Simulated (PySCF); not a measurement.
Al(H)(Me)(NH2) (CH6AlN), SMILES [CH3][AlH][NH2]. Coordinates come from a B3LYP-D3(BJ)/def2-TZVP optimisation. The values are those of a single conformer.

Problem. Give the equilibrium geometry at B3LYP-D3(BJ)/def2-TZVP (PySCF confirms it by a frequency run) as a Z-matrix, and its point group. (An estimate is asked for; the answer gives what the named calculation found.)

Solution. One answer among several that fit: point group Cs.
```
Al
N 1 1.7739
H 2 1.0083 1 125.33
H 2 1.0083 3 110.03 1 180.00
H 1 1.5811 2 116.45 3 180.00
C 1 1.9535 5 123.69 2 180.00
H 6 1.0924 1 112.63 5 180.00
H 6 1.0942 7 107.64 1 122.83
H 6 1.0942 7 107.64 8 114.35
```
